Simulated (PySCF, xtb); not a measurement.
BH5N, SMILES B[NH3+], charge +1.

GFN2-xTB (xtb 6.7.1) at its own geometry gives an orbital gap of 4.03 eV.

The structure is a stationary point at ωB97X-D3(BJ)/def2-TZVP. The isomer is the one that the SMILES or the coordinates give; other isomers of the formula were not compared.

What does PBE0/def2-TZVPD (PySCF) give? (Estimate from the structure and the level; the computed values follow.)

gap 8.38 eV (levels -16.22 and -7.84 eV).
